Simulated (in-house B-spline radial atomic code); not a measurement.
# Solving the quasi-particle equation for 2s up of N⁴⁺

Configuration [He] 2s1, highest spin, start r2SCAN, empty levels kept to 250 hartree. Computed with a B-spline radial code for spherical atoms: all electrons, non-relativistic, point nucleus, each spin shell either full or empty, empty states to l = 9 with an (l + 1/2)⁻⁴ tail; G0W0 by contour deformation at full frequency.

RPA overbinds a lone outer s electron by self-correlation, and G0W0 tends to as well.

At the mean-field level ε = -90.001 eV the matrix elements are Σx = -26.285 eV, v_xc = -18.554 eV and Σc(ε) = -2.146 eV, and the slope of the correlation self-energy is dΣc/dω = -0.0743. The quasi-particle energy solves E = ε + Σx − v_xc + Σc(E).

Q: What does the linearised equation give?

A: Z = 1/(1 − dΣc/dω) = 1/1.0743 = 0.9308. The first-order shift is Σx − v_xc + Σc(ε) = -26.285 − (-18.554) + (-2.146) = -9.877 eV, so E ≈ ε + Z × shift = -90.001 + 0.9308 × (-9.877) = -99.195 eV.

Q: How does that compare with the full solution and with static screening?

A: Solving the equation at full frequency dependence gives E = -99.344 eV, where Σc = -1.611 eV and the weight is 0.957; the linearised value is off by 150 meV. Leaving Z out would give -99.878 eV. Static COHSEX puts -4.448 eV in place of Σc and gives -102.180 eV, 2.84 eV deeper. The tabulated removal energy is 97.890 eV (NIST, measured); the run leaves out relativity, Breit and QED terms.
